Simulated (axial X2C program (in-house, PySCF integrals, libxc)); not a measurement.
How long does PdS⁺ take?

A bond scan computed with an in-house relativistic program for diatomic molecules. Basis: Pd dyall-cv3z [12s12p8d5f3g], S dyall-av3z [9s8p3d2f] (cores contracted in-house).

The run was started with this input:
```json
{
 "zs": [
  46,
  16
 ],
 "q": 1,
 "bas": [
  "dyall-cv3z",
  "dyall-av3z"
 ],
 "levels": [
  "PBE0",
  "HF",
  "PW91"
 ],
 "cc": true,
 "r0": 2.11,
 "thr": -2.0,
 "nmax": 90,
 "npts": 10,
 "nst": 2,
 "ntry": 6
}
```
```bash
python so2c.py task.json out
```

Keys: zs atomic numbers; q charge; bas basis sets; levels methods; cc coupled cluster on or off; r0 starting distance in Å; thr threshold in hartree for freezing inner shells (an s shell follows its p shell); nmax most natural virtual spinors; npts points on the curve; nst determinants followed; ntry starts of the search. HF also brings MP2.

Hardware: 1 thread of Arm Neoverse V2 (shared host).

Wall time of one point of each curve, integrals apart:

```
Hamiltonian                                level  points  seconds a point
  spin-free                                 PBE0      10             0.58
  spin-free                                   HF      10             0.32
  spin-free  CCSD(T) (15 electrons, 90 virtuals)       7              7.3
  spin-free                                 PW91      10             0.34
         2c                                 PBE0      10             0.86
         2c                                   HF      10             0.81
         2c  CCSD(T) (15 electrons, 90 virtuals)       7              8.6
         2c                                 PW91      10             0.38
```

The rest:

Search with its distance optimisation 26 s, atoms 35 s, whole task 210 s. Coupled cluster runs on the points near the minimum only. The program drops outer points, and coupled cluster, when its time limit (not in the input) nears; MP2, further determinants and curves that did not converge are not in the table.
